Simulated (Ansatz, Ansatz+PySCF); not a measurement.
```yaml
atoms:
  - { symbol: Si, position_ang: [0.0000, 0.0000, 0.0000] }
  - { symbol: F, position_ang: [0.9158, 0.9158, 0.9158] }
  - { symbol: F, position_ang: [0.9158, -0.9158, -0.9158] }
  - { symbol: F, position_ang: [-0.9158, 0.9158, -0.9158] }
  - { symbol: F, position_ang: [-0.9158, -0.9158, 0.9158] }
```

RHF-MP2 on singlet SiF₄ was run in several spherical basis sets with Ansatz (development build ahead of 0.2.0). Frozen core: 9 orbitals.

Q: Rank the basis sets by the total energy that they give, lowest first, with the distance from the lowest.
A. cc-pVTZ
B. 6-31G(d)
C. def2-SVP
D. def2-TZVP

A: D (0.00 eV), A (0.62 eV), B (15.65 eV), C (25.10 eV).

Totals follow the description of the cores as much as that of the bonds, so this order isn't one of quality for chemistry.
